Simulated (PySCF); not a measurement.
Cl₃Ti, doublet, at a GFN2-xTB geometry (such geometries of metal compounds can be far from the true shape); PySCF with B3LYP/3-21G.

The PySCF input:
```python
from pyscf import gto, scf, dft

mol = gto.M(
    atom='''
Ti   -0.073133   -0.258946   -0.179570
Cl    2.026252   -0.119807   -0.401070
Cl   -0.745366   -0.825146    1.744841
Cl   -1.186243    1.280060   -1.111387
''',
    basis='3-21g',
    charge=0,
    spin=1,
    verbose=4,
)

mf = dft.ROKS(mol)
mf.xc = 'b3lyp'
mf.kernel()
```

Output, abridged:

```
PySCF version 2.14.0

[INPUT] verbose = 4
[INPUT] num. atoms = 4
[INPUT] num. electrons = 73
[INPUT] charge = 0
[INPUT] spin (= nelec alpha-beta = 2S) = 1
[INPUT] symmetry False subgroup None
[INPUT] Mole.unit = angstrom
[INPUT] Symbol           X                Y                Z      unit          X                Y                Z       unit  Magmom
[INPUT]  1 Ti    -0.073133000000  -0.258946000000  -0.179570000000 AA   -0.138201340668  -0.489337021052  -0.339338120188 Bohr   0.0
[INPUT]  2 Cl     2.026252000000  -0.119807000000  -0.401070000000 AA    3.829061339352  -0.226402417806  -0.757912456779 Bohr   0.0
[INPUT]  3 Cl    -0.745366000000  -0.825146000000   1.744841000000 AA   -1.408537602563  -1.559299952780   3.297271620912 Bohr   0.0
[INPUT]  4 Cl    -1.186243000000   1.280060000000  -1.111387000000 AA   -2.241674387182   2.418962823011  -2.100217048402 Bohr   0.0

nuclear repulsion = 408.960952683443
number of shells = 32
number of NR pGTOs = 135
number of NR cGTOs = 66
basis = 3-21g
ecp = {}

******** <class 'pyscf.dft.roks.ROKS'> ********
method = ROKS
initial guess = minao
damping factor = 0
level_shift factor = 0
DIIS = <class 'pyscf.scf.diis.CDIIS'>
diis_start_cycle = 1
diis_space = 8
diis_damp = 0
SCF conv_tol = 1e-09
SCF conv_tol_grad = None
SCF max_cycles = 50
direct_scf = True
direct_scf_tol = 1e-13
num. doubly occ = 36  num. singly occ = 1
XC library pyscf.dft.libxc version 7.1.2
    S. Lehtola, C. Steigemann, M. J. T. Oliveira, and M. A. L. Marques,  SoftwareX 7, 1–5 (2018)
XC functionals = b3lyp
    P. J. Stephens, F. J. Devlin, C. F. Chabalowski, and M. J. Frisch,  J. Phys. Chem. 98, 11623 (1994)
radial grids:
    Treutler-Ahlrichs [JCP 102, 346 (1995); DOI:10.1063/1.469408] (M4) radial grids

becke partition: Becke, JCP 88, 2547 (1988); DOI:10.1063/1.454033
pruning grids: <function nwchem_prune>
grids dens level: 3
symmetrized grids: False
atomic radii adjust function: <function treutler_atomic_radii_adjust>
small_rho_cutoff = 0
Set gradient conv threshold to 3.16228e-05
tot grids = 77544
init E= -2218.37405780354
  HOMO = -0.171976975596853  LUMO = -0.145222891547059  gap/eV = 0.72802
cycle= 1 E= -2219.39385760293  delta_E= -1.02  |g|= 0.521  |ddm|= 1.66
  HOMO = -0.312252985286459  LUMO = -0.264727599266584  gap/eV = 1.29323
cycle= 2 E= -2213.83532345602  delta_E= 5.56  |g|= 5.43  |ddm|=  2.3

WARN: HOMO 0.0121765781770331 >= LUMO -0.245554599563949

cycle= 3 E= -2219.23109304684  delta_E= -5.4  |g|= 0.358  |ddm|= 2.88
  HOMO = -0.264080994651638  LUMO = -0.215243648203246  gap/eV = 1.32893
cycle= 4 E= -2219.37402351496  delta_E= -0.143  |g|= 0.658  |ddm|= 2.37
  HOMO = -0.225848039275574  LUMO = -0.171592570952253  gap/eV = 1.47637
cycle= 5 E= -2219.47354485959  delta_E= -0.0995  |g|= 0.302  |ddm|= 0.189
  HOMO = -0.196130910362691  LUMO = -0.128965581520306  gap/eV = 1.82766
cycle= 6 E= -2219.50383368978  delta_E= -0.0303  |g|= 0.058  |ddm|= 0.156
  HOMO = -0.187219143502074  LUMO = -0.115261259907755  gap/eV = 1.95807
cycle= 7 E= -2219.50518747115  delta_E= -0.00135  |g|= 0.00802  |ddm|= 0.0404
  HOMO = -0.186631207930915  LUMO = -0.11351477026934  gap/eV = 1.98960
cycle= 8 E= -2219.50521457444  delta_E= -2.71e-05  |g|= 0.00308  |ddm|= 0.00815
  HOMO = -0.18623657284857  LUMO = -0.112531102770491  gap/eV = 2.00563
cycle= 9 E= -2219.50521897317  delta_E= -4.4e-06  |g|= 0.000569  |ddm|= 0.00328
  HOMO = -0.186131097677672  LUMO = -0.112345561805693  gap/eV = 2.00781
cycle= 10 E= -2219.50521911111  delta_E= -1.38e-07  |g|= 3.63e-05  |ddm|= 0.000539
  HOMO = -0.186135244839929  LUMO = -0.112350954652312  gap/eV = 2.00777
cycle= 11 E= -2219.50521911157  delta_E= -4.64e-10  |g|= 1.73e-05  |ddm|= 4.02e-05
  HOMO = -0.186141193567999  LUMO = -0.112358089843393  gap/eV = 2.00774
Extra cycle  E= -2219.50521911128  delta_E= 2.9e-10  |g|= 3.32e-05  |ddm|= 4.21e-05
converged SCF energy = -2219.50521911128
```
